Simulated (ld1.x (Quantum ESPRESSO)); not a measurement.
## What the settings do to the TM potential of niobium (Nb)

Base potential:

```json
{"Element": "Nb", "Generator": "ld1.x (Quantum ESPRESSO) 7.5", "Type": "norm-conserving Troullier–Martins (Kleinman–Bylander form)", "Functional": "PBE", "Relativity": "scalar-relativistic", "Frozen core": "[Kr]", "Valence charge": "5", "Reference configuration": "4d4 5s0 5p0 (charge +1)", "Partial waves": "5s (bound, empty): rc 3.15 bohr; 5p (bound, empty): rc 3.75 bohr; 4d (bound): rc 2.70 bohr; 4f channel at -0.05 Ry: rc 3.55 bohr", "Local potential": "all-electron potential smoothed inside 3.45 bohr (lloc = -1)", "Core correction": "Bessel-smoothed model core inside 2.50 bohr"}
```

Cutoffs, loose and tight: the cutoffs (Ry, on a coarse ladder) from which the occupation-weighted sum of valence levels, in a spherical-Bessel basis at the reference potential, stays within 10 and 1 mRy of its value at 400 Ry. They do not see the model core or the augmentation charge, which bear on the density cutoff. Test errors are all-electron minus pseudo excitation energies from the reference, over the configurations 4d4 5s1 5p0; 4d3 5s0 5p0; 4d2 5s0 5p0; 4d3 5s1 5p0; 4d4 5s0 5p1; 4d3 5s2 5p0; 4d4 5s0.5 5p0. A dash means not determined; rows that change the core or the reference have their own tests.

A true bound ghost makes a file unfit for plane-wave use even where its test errors are small: the radial tests pick states by their node count and pass the ghost by.

| change | outcome | cutoff, loose | cutoff, tight | bound ghosts | largest test error (meV) |
| --- | --- | --- | --- | --- | --- |
| base | generated | 25 Ry | 30 Ry | none | -523 |
| reference 4d4.5 5s0.5 5p0 | generated | 25 Ry | 30 Ry | none | -161 |
| wave 4f channel at -0.05 Ry: rc 3.55 bohr becomes 4f channel at -0.05 Ry: rc 4.78 bohr | generated | 25 Ry | 30 Ry | none | -523 |
| all radii but the core radius scaled by about 0.81 (s 2.56, p 3.04, d 2.20, f 2.88 bohr); local potential all-electron potential smoothed inside 2.80 bohr (lloc = -1) | generated | 35 Ry | 40 Ry | s | -541 |
| wave 5s (bound): rc 3.15 bohr becomes 5s (bound): rc 2.24 bohr | generated | 25 Ry | 30 Ry | none | -523 |
| functional LDA (PZ) | generated | 25 Ry | 30 Ry | none | -485 |
| wave 4f channel at -0.05 Ry: rc 3.55 bohr becomes 4f channel at 5.78 Ry: rc 3.55 bohr | generated | 25 Ry | 30 Ry | none | -523 |
| wave 4d (bound): rc 2.70 bohr becomes 4d (bound): rc 3.38 bohr | generated | 18 Ry | 25 Ry | none | -244 |

What comes out with this change to the base: local potential the s channel?

outcome: generated; cutoff, loose: 25 Ry; cutoff, tight: 30 Ry; bound ghosts: none; largest test error (meV): -593.
